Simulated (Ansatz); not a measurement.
Si$_{4}$H$_{11}$O$_{4}$F, closed shell: at the start structure of a reaction step.

in.yaml

```yaml
crystal:
  periodic: [false, false, false]
  atoms:
    - {symbol: Si, position_ang: [-0.447113, -0.599937, 0.379050]}
    - {symbol: O, position_ang: [0.180045, -1.170395, -0.979197]}
    - {symbol: Si, position_ang: [0.466967, -1.015466, -2.585864]}
    - {symbol: O, position_ang: [0.242778, 0.762278, 0.876890]}
    - {symbol: Si, position_ang: [0.712210, 2.300661, 0.548265]}
    - {symbol: O, position_ang: [-0.323144, -1.714555, 1.528992]}
    - {symbol: Si, position_ang: [0.218524, -2.019740, 3.045594]}
    - {symbol: F, position_ang: [-2.002368, -0.334119, 0.151534]}
    - {symbol: H, position_ang: [-1.300651, 2.139515, -2.466438]}
    - {symbol: O, position_ang: [-1.168197, 1.493293, -1.769938]}
    - {symbol: H, position_ang: [1.269723, -2.199036, -2.985032]}
    - {symbol: H, position_ang: [-0.802574, -1.016586, -3.352618]}
    - {symbol: H, position_ang: [1.244426, 0.213578, -2.874183]}
    - {symbol: H, position_ang: [1.433752, 2.378299, -0.744374]}
    - {symbol: H, position_ang: [-0.452089, 3.218502, 0.552527]}
    - {symbol: H, position_ang: [1.637465, 2.694750, 1.640964]}
    - {symbol: H, position_ang: [-0.448504, -1.119305, 4.019977]}
    - {symbol: H, position_ang: [1.687525, -1.814663, 3.114953]}
    - {symbol: H, position_ang: [-0.105985, -3.430025, 3.365348]}
    - {symbol: H, position_ang: [-2.042889, 1.232953, -1.466450]}
basis:
  gaussian: {orbitals: def2-TZVPP}
hamiltonian: {xc: pbe}
correlation: {method: rpa}
```

Launched with

```bash
ansatz run in.yaml --threads 4 --pin off --events-out ev --progress --plain --max-ram 41984MiB --backend cuda --devices 0, --max-vram 37GiB
```

What Ansatz 0.2.0 printed:

```
Functional definition: PBE
  name "PBE"
  cite "Perdew, Burke & Ernzerhof, Phys. Rev. Lett. 77, 3865 (1996) doi:10.1103/PhysRevLett.77.3865"
  parent pbe
  parameter kappa = 0.804
  parameter beta = 0.06672455060314922
  exchange = pbe_x(kappa = kappa, mu = beta*pi^2/3)
  correlation = pbe_c(beta = beta)
2819 factors; integrals over basis functions are off by at most 1.2e-3 eV
mean field evaluation 1: about -42559.1573 eV, gradient 1.2e2 eV
mean field evaluation 2: about -42559.1314 eV, gradient 1.2e2 eV
mean field evaluation 4: about -42580.0183 eV, gradient 2.9e1 eV
mean field evaluation 8: about -42581.9105 eV, gradient 3.5e-1 eV
mean field evaluation 16: about -42581.9091 eV, gradient 1.7e-4 eV
mean field -42581.90912509 eV, -1564.8562972922 hartree, gradient 4.0e-6 eV, S^2 0.000000; 0 other end points of the search recorded, 0 dependent functions left out
25 core orbitals not correlated: weight in the atoms' cores, before any rotation towards them, 1.000 or more for the frozen orbitals, at most 0.000 for the correlated occupied ones
reference -42491.41892138 eV, -1561.5308436425 hartree; 29, 29 occupied and 423, 423 virtual orbitals, 2819 factors
Total energy: -42566.47060611 eV, -1564.2889421843 hartree
```

The lines “mean field evaluation” count trial sets of orbitals through the whole run, from several starts and some on an approximate energy, so they need not fall steadily or lie above the final value.

The run took 6.5 s on 4 CPU threads of an AMD EPYC 7R13 and a share of one NVIDIA H100 (shared host), with 2.3 GiB of host memory at its peak.
